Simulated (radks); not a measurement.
Results of a calculation; reference values are marked as such.
Ionisation of Yb, [Xe] 4f14 6s2, to Yb+, [Xe] 4f14 6s1, under several functionals. Dirac Kohn-Sham, spin-unpolarised, spherical densities, point nucleus; a radial shooting solver on a logarithmic mesh with Libxc functionals.

| functional | E(Yb) (hartree) | Exc (hartree) | IE (eV) | -e(HOMO) (eV) | <r> HOMO (bohr) | IE error (eV) |
|---|---|---|---|---|---|---|
| BLYP | -14076.8561 | -295.5352 | 6.509 | 2.228 | 0.8059 | +0.255 |
| LDA (Slater exchange, Perdew-Zunger correlation) | -14067.3088 | -285.9135 | 6.765 | 2.668 | 0.8039 | +0.511 |
| exchange-only LDA | -14060.1562 | -278.6611 | 5.875 | 1.362 | 0.8094 | -0.379 |
| RPBE | -14076.4172 | -295.1055 | 6.428 | 2.418 | 0.8038 | +0.174 |
| PBE | -14075.9597 | -294.6425 | 6.538 | 2.443 | 0.8043 | +0.283 |
| LDA (Slater exchange, Perdew-Wang correlation) | -14067.3048 | -285.9091 | 6.759 | 2.671 | 0.8039 | +0.505 |

NIST Atomic Spectra Database: 6.254 eV (measured). Closest: RPBE. The Delta-SCF values span 0.89 eV, the total energies 16.70 hartree. The highest occupied level is 4f7/2. Spin polarisation and multiplet splitting are left out, so open shells lie too high by an amount that depends on their filling.

Beside tabulated values, note that spin-unpolarised runs miss the spin-polarisation part of the exchange energy of open shells.
